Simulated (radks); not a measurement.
Charge is removed step by step from the 4d down level of the tin ion Sn2+, starting from [Kr] 4d(up 5, down 5) 5s2. Method: non-relativistic Kohn-Sham, PBE, spin-polarised, spherical densities, point nucleus; relativity is left out, which matters for an element this heavy; computed with a radial shooting solver on a logarithmic mesh with Libxc functionals.

removed (e)  E - E(0) (eV)  eigenvalue (eV)  E minus straight line (eV)
0                    0.000          -44.513                       0.000
0.1                  4.532          -46.132                      -0.747
0.2                  9.227          -47.764                      -1.331
0.3                 14.085          -49.409                      -1.751
0.4                 19.109          -51.067                      -2.006
0.5                 24.299          -52.738                      -2.095
0.6                 29.657          -54.420                      -2.016
0.7                 35.184          -56.115                      -1.769
0.8                 40.880          -57.822                      -1.351
0.9                 46.748          -59.540                      -0.762
1                   52.789          -61.270                       0.000

Removing the whole electron costs 52.789 eV by Delta-SCF, against 44.513 eV from minus the eigenvalue at the starting occupation. Slater's transition state (half an electron removed) gives 52.738 eV. Integrating minus the eigenvalue over the occupation (Janak's theorem) gives 52.789 eV. The mean slope of the eigenvalue, de/dn, is 16.8 eV per electron.
